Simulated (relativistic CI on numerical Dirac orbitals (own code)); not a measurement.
## Line list: Electric-dipole lines, Yb44+

Method of calculation: Dirac-Coulomb-Breit CI, separate exchange-only KLI orbitals for each configuration, model QED (radiative potential, 1s self-energy scaled to tabulated hydrogen-like ionisation energies), unscaled Slater integrals (own radial code, finite nucleus).

Configuration list (outside the closed core [Ne]): 3s2 3p6 3d8, 3s2 3p5 3d9, 3s2 3p4 3d10, 3s 3p6 3d9, 3p6 3d10, 3s 3p5 3d10, 3s2 3p6 3d7 4s, 3s2 3p6 3d7 4p, 3s2 3p4 3d9 4s, 3s2 3p6 3d7 4d, 3s2 3p4 3d9 4p, 3s2 3p5 3d8 4s, 3s2 3p6 3d7 4f, 3s2 3p4 3d9 4d, 3s 3p5 3d9 4s, 3s2 3p5 3d8 4p. Levels of other configurations are missing.

| λ vac (nm) | Lower | Upper | A (s⁻¹) | E lower (10³ cm⁻¹) | E upper (10³ cm⁻¹) |
| --- | --- | --- | --- | --- | --- |
| 0.77449 | 3s2 3p6 3d8 3F_4 [1] | 3s2 3p6 3d7 4p 3F°_4 [98] | 8.84e+12 | 0.0 | 12911.8 |
| 0.78456 | 3s2 3p6 3d8 3F_4 [1] | 3s2 3p6 3d7 4p 3G°_5 [88] | 5.80e+12 | 0.0 | 12746.0 |
| 2.0718 | 3s2 3p6 3d8 3F_2 [8] | 3s2 3p5 3d9 3D°_1 [21] | 3.83e+12 | 848.2 | 5675.0 |
| 2.0920 | 3s2 3p5 3d9 3F°_3 [17] | 3s2 3p4 3d10 1D_2 [29] | 3.55e+12 | 3692.3 | 8472.5 |
| 2.1269 | 3s2 3p6 3d8 1G_4 [7] | 3s2 3p5 3d9 1F°_3 [19] | 3.64e+12 | 512.7 | 5214.3 |
| 2.1789 | 3s2 3p6 3d8 3F_2 [8] | 3s2 3p5 3d9 3F°_2 [20] | 2.02e+12 | 848.2 | 5437.8 |
| 2.6635 | 3s2 3p5 3d9 3F°_4 [10] | 3s 3p6 3d9 3D_3 [24] | 2.04e+12 | 3103.9 | 6858.3 |
| 2.7365 | 3s2 3p5 3d9 3D°_3 [12] | 3s 3p6 3d9 3D_2 [25] | 1.68e+12 | 3293.0 | 6947.2 |
| 3.0368 | 3s2 3p6 3d8 3F_4 [1] | 3s2 3p5 3d9 3D°_3 [12] | 1.73e+12 | 0.0 | 3293.0 |
| 3.0692 | 3s2 3p5 3d9 1F°_3 [19] | 3s2 3p4 3d10 1D_2 [29] | 1.95e+12 | 5214.3 | 8472.5 |
| 3.1034 | 3s2 3p6 3d8 3F_3 [4] | 3s2 3p5 3d9 3D°_2 [14] | 1.02e+12 | 397.6 | 3619.8 |
| 3.1450 | 3s2 3p6 3d8 1G_4 [7] | 3s2 3p5 3d9 3F°_3 [17] | 9.62e+11 | 512.7 | 3692.3 |
| 3.1826 | 3s2 3p5 3d9 3D°_3 [12] | 3s2 3p4 3d10 3P_2 [22] | 1.29e+12 | 3293.0 | 6435.1 |
| 3.2174 | 3s2 3p6 3d8 1D_2 [2] | 3s2 3p5 3d9 1D°_2 [11] | 9.20e+11 | 67.4 | 3175.5 |
| 3.2218 | 3s2 3p6 3d8 3F_4 [1] | 3s2 3p5 3d9 3F°_4 [10] | 4.33e+11 | 0.0 | 3103.9 |
| 5.8670 | 3s2 3p6 3d7 4p 3G°_5 [58] | 3s2 3p6 3d7 4d 3H_6 [179] | 5.27e+11 | 12227.4 | 13931.8 |
| 7.3630 | 3s2 3p6 3d7 4s 5F_5 [33] | 3s2 3p6 3d7 4p 5G°_6 [93] | 2.78e+11 | 11520.7 | 12878.8 |
| 7.3709 | 3s2 3p6 3d7 4s 5F_4 [40] | 3s2 3p6 3d7 4p 5G°_5 [120] | 2.75e+11 | 11921.6 | 13278.3 |
| 7.3986 | 3s2 3p6 3d7 4s 5F_5 [42] | 3s2 3p6 3d7 4p 5G°_6 [123] | 2.71e+11 | 11978.5 | 13330.1 |
| 7.4506 | 3s2 3p6 3d7 4s 3H_6 [49] | 3s2 3p6 3d7 4p 3I°_7 [134] | 2.71e+11 | 12042.6 | 13384.7 |

Terms are leading LS components. Brackets give the number of a level in order of energy, since labels repeat. The list gives strong lines, with weight on those to low levels, without lines whose two gauges differ by over a factor of 2.5, among the lowest 200 of 1397 levels, so that lines to higher ones, which can be the strongest, are missing. Levels whose partners in the same complex of configurations lie outside the list can be far off, and so can their lines. Rates are taken at the computed energies, electric ones in the length gauge.

At this charge energies of transitions that change n are usually good to better than 1 %, and those within a shell (Δn = 0) to a few per cent.

LS names give the leading component of a level, which can be under half, so a name can repeat, a term be missing and a line seem to break the LS rules.
